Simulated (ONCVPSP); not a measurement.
## Building the ONCV potential for germanium (Ge) (PBE, scalar-relativistic).

ONCVPSP 4.0.1 was run on this input:

```
# ATOM AND REFERENCE CONFIGURATION
# atsym  z   nc   nv     iexc    psfile
  Ge 32.00    4    4        4      upf
#
#   n    l    f
    1    0    2.00
    2    0    2.00
    2    1    6.00
    3    0    2.00
    3    1    6.00
    3    2   10.00
    4    0    2.00
    4    1    0.50
#
# PSEUDOPOTENTIAL AND OPTIMIZATION
# lmax
    2
#
#   l,   rc,      ep,       ncon, nbas, qcut
    0    1.60    0.00    5   10    3.90
    1    1.30    0.00    4    9   11.10
    2    1.05    0.00    4    8   14.90
#
# LOCAL POTENTIAL
# lloc, lpopt,  rc(5),   dvloc0
    4    5    0.70    0.00
#
# VANDERBILT-KLEINMAN-BYLANDER PROJECTORs
# l, nproj, debl
    0    1    2.70
    1    2    1.50
    2    2    0.90
#
# MODEL CORE CHARGE
# icmod, fcfact, rcfact
    3    4.25    1.35
#
# LOG DERIVATIVE ANALYSIS
# epsh1, epsh2, depsh
   -6.00    5.00    0.04
#
# OUTPUT GRID
# rlmax, drl
    6.00    0.01
#
# TEST CONFIGURATIONS
# ncnf
    4
# nvcnf
#   n    l    f
    4
    3    1    6.00
    3    2   10.00
    4    0    2.00
    4    1    2.00
#
    4
    3    1    6.00
    3    2   10.00
    4    0    2.00
    4    1    1.00
#
    4
    3    1    6.00
    3    2   10.00
    4    0    2.00
    4    1    0.00
#
    4
    3    1    6.00
    3    2   10.00
    4    0    0.00
    4    1    4.00
#
```

Command:

```bash
oncvpsp.x < Ge.dat > Ge.out
```

Output (shortened: citation, most of the input echo, consistency checks and plot data are left out):

```
ONCVPSP  (Optimized Norm-Conservinng Vanderbilt PSeudopotential)
scalar-relativistic version 4.0.1

#   n    l    f        energy (Ha)
    1    0    2.00    -4.0334692E+02
    2    0    2.00    -5.0938329E+01
    2    1    6.00    -4.4578320E+01
    3    0    2.00    -6.7168176E+00
    3    1    6.00    -4.7738890E+00
    3    2   10.00    -1.6006311E+00
    4    0    2.00    -8.9767254E-01
    4    1    0.50    -5.6593803E-01

Reference configufation results
  iterations    24
  all-electron total energy (Ha)   -2.09831526D+03

Begin loop to  construct optimized pseudo wave functions
and semi-local pseudopoentials for all angular momenta

Calculating optimized projector #   1

 for l=   0

    Fraction of norm inside rc  0.316728
    Optimizing pswf for qcut=   3.89 a_B^-1,  ecut=   7.57 Ha
    Residual kinetic energy error=  2.58D-03 Ha

    Energy error per electron        Cutoff
         Ha          eV             Ha
         0.01000     0.27211        5.94
         0.00100     0.02721        9.80
         0.00010     0.00272       33.99
         0.00001     0.00027       85.37

Calculating optimized projector #   1

 for l=   1

    Fraction of norm inside rc  0.978750
    Optimizing pswf for qcut=  11.10 a_B^-1,  ecut=  61.66 Ha
    Residual kinetic energy error=  1.64D-06 Ha

    Energy error per electron        Cutoff
         Ha          eV             Ha
         0.01000     0.27211       38.28
         0.00100     0.02721       46.27
         0.00010     0.00272       52.31
         0.00001     0.00027       57.61

Calculating optimized projector #   2

 for l=   1

    Fraction of norm inside rc  0.072294
    Optimizing pswf for qcut=  11.10 a_B^-1,  ecut=  61.66 Ha
    Residual kinetic energy error=  9.87D-07 Ha

    Energy error per electron        Cutoff
         Ha          eV             Ha
         0.01000     0.27211       30.66
         0.00100     0.02721       40.93
         0.00010     0.00272       49.41
         0.00001     0.00027       56.02

WARNING wellstate: negative energy specified for n= 4 l=  2
WARNING scattering state with energy  0.25000000
WARNING will be used for the first projector

   Wellstate for l =  2  n =  4
     eigenvalue =   0.2500
     asymptotic potential =   0.7500
     half-point radius =  2.5470

Calculating optimized projector #   1

 for l=   2

    Fraction of norm inside rc  0.828432
    Optimizing pswf for qcut=  14.88 a_B^-1,  ecut= 110.73 Ha
    Residual kinetic energy error=  8.62D-06 Ha

    Energy error per electron        Cutoff
         Ha          eV             Ha
         0.01000     0.27211       79.04
         0.00100     0.02721       91.65
         0.00010     0.00272      100.73
         0.00001     0.00027      110.95

Calculating optimized projector #   2

 for l=   2

    Fraction of norm inside rc  0.051383
    Optimizing pswf for qcut=  14.88 a_B^-1,  ecut= 110.73 Ha
    Residual kinetic energy error=  3.93D-06 Ha

    Energy error per electron        Cutoff
         Ha          eV             Ha
         0.01000     0.27211       67.42
         0.00100     0.02721       84.38
         0.00010     0.00272       96.97
         0.00001     0.00027      107.13

Construct Vanderbilt / Kleinmman-Bylander projectors

B matrix Hermiticity error, ll=   1
   1   2    5.6794E-04

  Orthonormal projector coefficients  9.4577E+00 -1.4011E+00

B matrix Hermiticity error, ll=   2
   1   2    2.5349E-04

  Orthonormal projector coefficients -1.1283E+01 -4.2247E+00

Model core correction analysis
  based on d2Exc/dn_idn_j

d2excae - all-electron derivatives

   -4.228217D-02   -3.433708D-02   -3.650678D-03   -2.091898D-03
   -3.433725D-02   -3.340473D-02   -6.846335D-03   -3.978590D-03
   -3.650188D-03   -6.845302D-03   -4.069889D-02   -3.699624D-02
   -2.091626D-03   -3.977411D-03   -3.699349D-02   -4.017357D-02

d2excps - pseudofunction derivatives with no core correction

   -4.595476D-02   -4.076646D-02   -3.040879D-03   -2.299058D-03
   -4.076663D-02   -3.798798D-02   -6.594788D-03   -4.248978D-03
   -3.040337D-03   -6.593660D-03   -4.108162D-02   -3.707161D-02
   -2.298786D-03   -4.247781D-03   -3.706903D-02   -4.030418D-02

rms 2nd derivative error    2.720815E-03

rmatch, rhocmatch    0.3248   94.3265

Teter function model core charge with specified parameters

d2excps - pseudofunction derivatives with core correction

   -4.329785D-02   -3.937244D-02   -3.031170D-03   -2.086056D-03
   -3.937253D-02   -3.712830D-02   -6.590565D-03   -4.137557D-03
   -3.030628D-03   -6.589437D-03   -4.108159D-02   -3.707063D-02
   -2.085774D-03   -4.136359D-03   -3.706805D-02   -4.028765D-02

rms 2nd derivative error    2.042137E-03

Pseudoatom total energy -225.857105

Diagnostic tests using Vanderbilt-Kleinman-Bylander pseudopotentials
  1 or more projectors used as specified by nproj input data

   l    rcore       rmatch      e in        delta e   norm test  slope test

   0   1.6044450   1.6531594  -0.8976725  -0.0000026   1.0000010   0.9999260

   1   1.3013542   1.3408661  -4.7738890  -0.0000111   1.0002904   1.0002716
   1   1.3013542   1.3408661  -0.5659380   0.0000094   1.0000403   1.0000370

   2   1.0555193   1.0875672  -1.6006311  -0.0000179   1.0002089   1.0002351
   2   1.0555193   1.0875672   0.2500000   0.0000030   1.0004060   1.0004060

 Testing for bound ghosts
   n   l    E NL Schr. Eq   E Basis Diag.   E Cutoff

       0                      -12.745185    134.68  WARNING - GHOST(-)
   1   0       -0.897675       -0.892094    134.68

   2   1       -4.773900       -4.773898    234.79
   3   1       -0.565929       -0.477497    234.79

   3   2       -1.600649       -1.599269    309.63

 Testing for highly-localized positive-energy ghosts
       l    <radius>/rc     E Basis Diag.   E Cutoff

Test configuration 0

   n   l     f        eae           eps        diff
   1   0  2.0000 -403.34692481
   2   0  2.0000  -50.93832932
   2   1  6.0000  -44.57831994
   3   0  2.0000   -6.71681763
   3   1  6.0000   -4.77388901   -4.77390008   -1.11D-05
   3   2 10.0000   -1.60063109   -1.60064895   -1.79D-05
   4   0  2.0000   -0.89767254   -0.89767513   -2.59D-06
   4   1  0.5000   -0.56593803   -0.56592862    9.41D-06

    Total energies and differences
      AE_ref= -2.09831526D+03  AE_tst= -2.09831526D+03  dif=  0.00D+00
      PS_ref= -2.25857105D+02  PS_tst= -2.25857105D+02  dif= -9.38D-13
      PSP excitation error=  9.38D-13

Test configuration 1

   n   l     f        eae           eps        diff
   1   0  2.0000 -402.81570560
   2   0  2.0000  -50.41248757
   2   1  6.0000  -44.05181077
   3   0  2.0000   -6.19192659
   3   1  6.0000   -4.24897334   -4.24784876    1.12D-03
   3   2 10.0000   -1.07715362   -1.07619707    9.57D-04
   4   0  2.0000   -0.43112376   -0.43136064   -2.37D-04
   4   1  2.0000   -0.14315416   -0.14318862   -3.45D-05

    Total energies and differences
      AE_ref= -2.09831526D+03  AE_tst= -2.09883316D+03  dif= -5.18D-01
      PS_ref= -2.25857105D+02  PS_tst= -2.26375127D+02  dif= -5.18D-01
      PSP excitation error=  1.27D-04

Test configuration 2

   n   l     f        eae           eps        diff
   1   0  2.0000 -403.15060002
   2   0  2.0000  -50.74465659
   2   1  6.0000  -44.38432619
   3   0  2.0000   -6.52362329
   3   1  6.0000   -4.58069972   -4.58033526    3.64D-04
   3   2 10.0000   -1.40818962   -1.40788264    3.07D-04
   4   0  2.0000   -0.72980429   -0.72993878   -1.34D-04
   4   1  1.0000   -0.41315242   -0.41319646   -4.40D-05

    Total energies and differences
      AE_ref= -2.09831526D+03  AE_tst= -2.09855959D+03  dif= -2.44D-01
      PS_ref= -2.25857105D+02  PS_tst= -2.26101473D+02  dif= -2.44D-01
      PSP excitation error=  4.41D-05

Test configuration 3

   n   l     f        eae           eps        diff
   1   0  2.0000 -403.55957955
   2   0  2.0000  -51.14734444
   2   1  6.0000  -44.78776752
   3   0  2.0000   -6.92516083
   3   1  6.0000   -4.98220147   -4.98252302   -3.22D-04
   3   2 10.0000   -1.80786425   -1.80815302   -2.89D-04
   4   0  2.0000   -1.07491036   -1.07469687    2.13D-04

    Total energies and differences
      AE_ref= -2.09831526D+03  AE_tst= -2.09799220D+03  dif=  3.23D-01
      PS_ref= -2.25857105D+02  PS_tst= -2.25534034D+02  dif=  3.23D-01
      PSP excitation error= -1.19D-05

Test configuration 4

   n   l     f        eae           eps        diff
   1   0  2.0000 -402.94436209
   2   0  2.0000  -50.53585228
   2   1  6.0000  -44.17516320
   3   0  2.0000   -6.31937555
   3   1  6.0000   -4.37602391   -4.36404951    1.20D-02
   3   2 10.0000   -1.20052774   -1.19081339    9.71D-03
   4   1  4.0000   -0.19132028   -0.19134228   -2.20D-05

    Total energies and differences
      AE_ref= -2.09831526D+03  AE_tst= -2.09823798D+03  dif=  7.73D-02
      PS_ref= -2.25857105D+02  PS_tst= -2.25778702D+02  dif=  7.84D-02
      PSP excitation error= -1.12D-03
```

Note: ghosts flagged at negative energy: s at -346.8 eV; no localised positive-energy state flagged. A true bound ghost makes a file unfit for plane-wave use.

The run took about 2.9 s on one core of a shared server CPU.
